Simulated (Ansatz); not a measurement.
C₂H₃FO₂Zr (`C#[C][Zr]([OH])([OH])[F]`). The species carries charge 0 and has multiplicity 1. Zr: def2 effective core potential.

```xyz
9

C     1.6486   -2.1787   -0.0741
C     0.8274   -1.2859   -0.0061
Zr   -0.6931    0.3019    0.1295
O    -0.1090    1.5624    1.4339
O    -0.8781    1.0836   -1.5983
F    -2.3573   -0.4592    0.6721
H     2.3685   -2.9642   -0.1333
H     0.1491    2.3166    1.9555
H    -0.9562    1.6235   -2.3792
```

(1) What are the harmonic wavenumbers in cm⁻¹ at PBE0-D4/def2-TZVP (Ansatz, finite differences of forces, unscaled)? (Estimate.)

(2) Is this a minimum?

(3) Give the ideal-gas thermochemistry at 298.15 K and 1 bar (rigid rotor, harmonic oscillator; point group Cs, symmetry number 1).

(4) And at 400, 500, 600, 800 and 1000 K?

(5) Rotational constants (cm⁻¹)?

Answers

(1) Computed: 86, 90, 152, 159, 170, 176, 212, 224, 253, 257, 323, 444, 657, 725, 729, 731, 736, 2086, 3451, 4000, 4003.

(2) Yes, all 21 modes are real.

(3) Zero-point energy 117.6 kJ/mol; H(298) − E = 146.5 kJ/mol; entropy 409.4 J/(mol·K), of which translation 172.9, rotation 118.1, vibration 118.5; G(298) − E = 24.4 kJ/mol. Modes under 100 cm⁻¹ are hindered rotations or soft bends, so the harmonic entropy is rough.

(4) 
```csv
T (K),H − E (kJ/mol),S (J/mol/K),G − E (kJ/mol)
400,161.4,452.5,-19.6
500,177.1,487.4,-66.6
600,193.3,517.0,-116.9
800,227.1,565.5,-225.3
1000,262.0,604.5,-342.4
```

(5) 0.09307, 0.05257, 0.05253.
